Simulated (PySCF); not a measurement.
**Tc (technetium, neutral) across methods**

[Kr] 4d5 5s2, high-spin 6S determinant. Calculation: PySCF 2.14, in x2c-TZVPPall with one added diffuse shell each of s, p, d, f type (9s7p7d3f1g, 95 functions); scalar relativity by spin-free X2C-1e.

```json
{"method": "r2SCAN", "E (hartree)": "-4285.28", "mean ε 4d α (eV)": "-8.448", "mean ε 5s α (eV)": "-5.818", "mean ε 5s β (eV)": "-4.344", "Σ⟨r²⟩ (bohr²)": "59.65", "⟨S²⟩": "8.792"}
{"method": "PBE0", "E (hartree)": "-4284.95", "mean ε 4d α (eV)": "-9.539", "mean ε 5s α (eV)": "-6.187", "mean ε 5s β (eV)": "-4.829", "Σ⟨r²⟩ (bohr²)": "59.34", "⟨S²⟩": "8.766"}
{"method": "LC-wPBE", "E (hartree)": "-4284.85", "mean ε 4d α (eV)": "-12.289", "mean ε 5s α (eV)": "-8.139", "mean ε 5s β (eV)": "-6.647", "Σ⟨r²⟩ (bohr²)": "59.35", "⟨S²⟩": "8.770"}
{"method": "PBE", "E (hartree)": "-4284.88", "mean ε 4d α (eV)": "-7.856", "mean ε 5s α (eV)": "-5.538", "mean ε 5s β (eV)": "-4.242", "Σ⟨r²⟩ (bohr²)": "59.28", "⟨S²⟩": "8.764"}
{"method": "BP86", "E (hartree)": "-4285.79", "mean ε 4d α (eV)": "-7.916", "mean ε 5s α (eV)": "-5.688", "mean ε 5s β (eV)": "-4.453", "Σ⟨r²⟩ (bohr²)": "58.98", "⟨S²⟩": "8.764"}
{"method": "UHF", "E (hartree)": "-4283.04673", "mean ε 4d α (eV)": "-14.186", "mean ε 5s α (eV)": "-7.642", "mean ε 5s β (eV)": "-5.680", "Σ⟨r²⟩ (bohr²)": "62.14", "⟨S²⟩": "8.793"}
{"method": "CAM-B3LYP", "E (hartree)": "-4285.51", "mean ε 4d α (eV)": "-10.687", "mean ε 5s α (eV)": "-7.090", "mean ε 5s β (eV)": "-6.035", "Σ⟨r²⟩ (bohr²)": "59.19", "⟨S²⟩": "8.759"}
{"method": "LDA", "E (hartree)": "-4280.39", "mean ε 4d α (eV)": "-7.901", "mean ε 5s α (eV)": "-5.749", "mean ε 5s β (eV)": "-4.519", "Σ⟨r²⟩ (bohr²)": "58.76", "⟨S²⟩": "8.763"}
{"method": "revPBE", "E (hartree)": "-4285.10", "mean ε 4d α (eV)": "-7.861", "mean ε 5s α (eV)": "-5.490", "mean ε 5s β (eV)": "-4.167", "Σ⟨r²⟩ (bohr²)": "59.48", "⟨S²⟩": "8.767"}
```
